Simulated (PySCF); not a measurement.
C2H6AlCl, triplet, geometry from GFN2-xTB (such geometries of metal compounds can be far from the true shape) (a higher spin typed on purpose: for a closed-shell molecule this is an excited state); R2SCAN/def2-SVPD in PySCF.

The PySCF input:
```python
from pyscf import gto, scf, dft

mol = gto.M(
    atom='''
Al    0.27124112    0.58615795    0.37960008
C     1.86787064   -0.78580438   -0.09423932
H     1.50074856   -1.73997665   -0.45832241
H     2.52835634   -0.91152303    0.75481727
H     2.36361712   -0.24113003   -0.89325914
C    -0.27691568   -0.98774869    1.75013729
H    -0.47945400   -1.92642443    1.24452288
H    -1.19293851   -0.57600077    2.16514718
H     0.47678327   -1.10469076    2.51903656
Cl   -1.07464571    0.56005945   -1.18836066
''',
    basis='def2-svpd',
    spin=2,
    verbose=4,
)

mf = dft.UKS(mol)
mf.xc = 'r2scan'
mf.kernel()
```

Output, abridged:

```
PySCF version 2.14.0

[INPUT] verbose = 4
[INPUT] num. atoms = 10
[INPUT] num. electrons = 48
[INPUT] charge = 0
[INPUT] spin (= nelec alpha-beta = 2S) = 2
[INPUT] symmetry False subgroup None
[INPUT] Mole.unit = angstrom
[INPUT] Symbol           X                Y                Z      unit          X                Y                Z       unit  Magmom
[INPUT]  1 Al     0.271241120000   0.586157950000   0.379600080000 AA    0.512571430520   1.107677991237   0.717340188063 Bohr   0.0
[INPUT]  2 C      1.867870640000  -0.785804380000  -0.094239320000 AA    3.529763945716  -1.484955065684  -0.178086504965 Bohr   0.0
[INPUT]  3 H      1.500748560000  -1.739976650000  -0.458322410000 AA    2.836003760235  -3.288079331638  -0.866103831651 Bohr   0.0
[INPUT]  4 H      2.528356340000  -0.911523030000   0.754817270000 AA    4.777901027908  -1.722528882934   1.426397914392 Bohr   0.0
[INPUT]  5 H      2.363617120000  -0.241130030000  -0.893259140000 AA    4.466589020133  -0.455669717108  -1.688015132865 Bohr   0.0
[INPUT]  6 C     -0.276915680000  -0.987748690000   1.750137290000 AA   -0.523294794798  -1.866574503998   3.307280158489 Bohr   0.0
[INPUT]  7 H     -0.479454000000  -1.926424430000   1.244522880000 AA   -0.906036749327  -3.640414572371   2.351807398955 Bohr   0.0
[INPUT]  8 H     -1.192938510000  -0.576000770000   2.165147180000 AA   -2.254327067347  -1.088483702839   4.091535189574 Bohr   0.0
[INPUT]  9 H      0.476783270000  -1.104690760000   2.519036560000 AA    0.900989801075  -2.087562988738   4.760289196167 Bohr   0.0
[INPUT] 10 Cl    -1.074645710000   0.560059450000  -1.188360660000 AA   -2.030786072839   1.058358973975  -2.245676184607 Bohr   0.0

nuclear repulsion = 189.491684782576
number of shells = 61
number of NR pGTOs = 207
number of NR cGTOs = 139
basis = def2-svpd
ecp = {}

******** <class 'pyscf.dft.uks.UKS'> ********
method = UKS
initial guess = minao
damping factor = 0
level_shift factor = 0
DIIS = <class 'pyscf.scf.diis.CDIIS'>
diis_start_cycle = 1
diis_space = 8
diis_damp = 0
SCF conv_tol = 1e-09
SCF conv_tol_grad = None
SCF max_cycles = 50
direct_scf = True
direct_scf_tol = 1e-13
number electrons alpha = 25  beta = 23
XC library pyscf.dft.libxc version 7.1.2
    S. Lehtola, C. Steigemann, M. J. T. Oliveira, and M. A. L. Marques,  SoftwareX 7, 1–5 (2018)
XC functionals = r2scan
    J. W. Furness, A. D. Kaplan, J. Ning, J. P. Perdew, and J. Sun,  J. Phys. Chem. Lett. 11, 8208–8215 (2020)
    J. W. Furness, A. D. Kaplan, J. Ning, J. P. Perdew, and J. Sun,  J. Phys. Chem. Lett. 11, 9248–9248 (2020)
    J. W. Furness, A. D. Kaplan, J. Ning, J. P. Perdew, and J. Sun,  J. Phys. Chem. Lett. 11, 8208–8215 (2020)
    J. W. Furness, A. D. Kaplan, J. Ning, J. P. Perdew, and J. Sun,  J. Phys. Chem. Lett. 11, 9248–9248 (2020)
radial grids:
    Treutler-Ahlrichs [JCP 102, 346 (1995); DOI:10.1063/1.469408] (M4) radial grids

becke partition: Becke, JCP 88, 2547 (1988); DOI:10.1063/1.454033
pruning grids: <function nwchem_prune>
grids dens level: 3
symmetrized grids: False
atomic radii adjust function: <function treutler_atomic_radii_adjust>
small_rho_cutoff = 0
Set gradient conv threshold to 3.16228e-05
tot grids = 125144
init E= -781.918503401277

cycle= 1 E= -781.994277490034  delta_E= -0.0758  |g|= 0.287  |ddm|= 2.66
cycle= 2 E= -781.968526956389  delta_E= 0.0258  |g|= 0.358  |ddm|= 0.972

cycle= 3 E= -782.044523511978  delta_E= -0.076  |g|= 0.0244  |ddm|= 0.488

cycle= 4 E= -782.044875265357  delta_E= -0.000352  |g|= 0.0149  |ddm|= 0.0823

cycle= 5 E= -782.045031823083  delta_E= -0.000157  |g|= 0.00264  |ddm|= 0.0329

cycle= 6 E= -782.045038440882  delta_E= -6.62e-06  |g|= 0.00162  |ddm|= 0.00823

cycle= 7 E= -782.045040244682  delta_E= -1.8e-06  |g|= 0.000701  |ddm|= 0.00367

cycle= 8 E= -782.045040594977  delta_E= -3.5e-07  |g|= 0.000215  |ddm|= 0.00168

cycle= 9 E= -782.045040627721  delta_E= -3.27e-08  |g|= 9.78e-05  |ddm|= 0.000596

cycle= 10 E= -782.045040629502  delta_E= -1.78e-09  |g|= 8.73e-05  |ddm|= 0.000241

cycle= 11 E= -782.045040634973  delta_E= -5.47e-09  |g|= 1.47e-05  |ddm|= 0.000134

cycle= 12 E= -782.045040635098  delta_E= -1.25e-10  |g|= 7.34e-06  |ddm|= 2.99e-05

Extra cycle  E= -782.045040635081  delta_E= 1.66e-11  |g|= 9.02e-06  |ddm|= 2.3e-05
converged SCF energy = -782.045040635081  <S^2> = 2.0098072  2S+1 = 3.006531
```
